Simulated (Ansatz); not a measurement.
H₄W₂⁻. Charge -1, multiplicity 2. Geometry relaxed at r2SCAN-D4/def2-TZVPD.

```xyz
6

W    -0.519   -1.025   -0.525
W    -0.009    0.753    0.702
H    -0.367    2.324   -0.153
H     0.896   -2.012   -0.211
H    -0.786   -0.171   -2.021
H     0.784    0.131    2.208
```

In the def2 sets W takes a core potential; there is no spin–orbit coupling. The charge -1 doublet is spin-contaminated (final ⟨S²⟩ up to 1.59, 0.75 for a pure state). The relaxation made no stability test and no search for a lower SCF solution. The geometry of the doublet was relaxed on an unsound state (⟨S²⟩ 1.59, where a pure state has 0.75). Another isomer (doublet) lies 0.15 eV lower at PBE-D4/def2-TZVPD.

Question: Estimate the harmonic wavenumbers at UKS r2SCAN-D4/def2-TZVPD (Ansatz, unscaled). Is this a minimum?

Answer: 104, 205, 246, 361, 469, 507, 603, 729, 1555, 1676, 1792, 1840 cm⁻¹. Yes, no mode is imaginary beyond noise. Zero-point energy 60.3 kJ/mol. Run time 88 s (4 threads of Arm Neoverse V2 on a shared host).
